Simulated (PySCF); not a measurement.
Identify the compound

The spectra below were simulated for a compound C₅H₁₁PSi.

$^{1}$H NMR (600 MHz, computed): δ 5.34 (m, 1H), 2.35 (m, 1H), 2.02 (m, 1H), 1.63 (m, 1H), 1.55 (m, 1H), 1.15 (m, 2H), 0.60 (m, 1H), 0.56 (m, 1H), 0.52 (m, 1H), 0.42 (m, 1H).

$^{13}$C{$^{1}$H} NMR (computed): δ 34.3 (CH2), 17.5 (C), 17.2 (CH2), 16.6 (CH2), 10.5 (CH2).

Averaged over atoms made equivalent by symmetry, fast rotation or ring inversion, a single conformation, isolated molecule, no relativistic terms. PBE0/pcSseg-1 with gauge-including orbitals; coordinates at the GFN2-xTB level; PySCF.

Referencing at the same level of theory: $^{1}$H (σ = 31.72 ppm), $^{13}$C (σ = 186.93 ppm) vs TMS.

Problem. Which of these isomers gave the spectra?
A. P[Si@@H]1CCC12CC2
B. C[SiH2]P1CC=CC1
C. C[Si](C)(C)CC#P

Solution. A. 

1. 5 carbon signals for 5 carbons: no two carbons are equivalent.
2. Carbon types of the structure: 1 × C, 4 × CH2, leaving 3 H on heteroatoms.
3. δC 34.3: sp3 CH2 in a ring; a saturated carbon with 2 carbon neighbours and no heteroatom attached.
4. δC 17.5, 17.2, 16.6: three-membered-ring carbon; carbons of three-membered rings are unusually shielded.
5. δC 10.5: sp3 CH2 bonded to Si; an electropositive neighbour leaves it electron-rich and shielded.
6. δH 2.35, 2.02: hydrogen on an sp3 CH2 in a ring.
7. δH 0.60, 0.56, 0.52, 0.42: hydrogen on a three-membered-ring carbon; cyclopropane-type protons are shielded by the ring.

The others: C[Si](C)(C)CC#P would give 3 carbon signals, not 5; C[SiH2]P1CC=CC1 would give 3 carbon signals, not 5.

Splittings by $^{31}$P in the carbon and heteronuclear signals aren't shown, as no couplings were computed. Shifts are as computed. Against solution values, carbons near 30 ppm lie about +3 ppm off and those near 130 ppm about +5 ppm. Of 1211 compounds with measured shifts, 218 miss one by over three times the rms of a fit or turn the order of signals round; such compounds aren't used in these exercises. No couplings were computed; multiplicities are counted from neighbouring protons, with m where these are inequivalent, close in shift, in a saturated or five-membered ring or joined by F or P, and br s for small geminal =CH2 splittings.
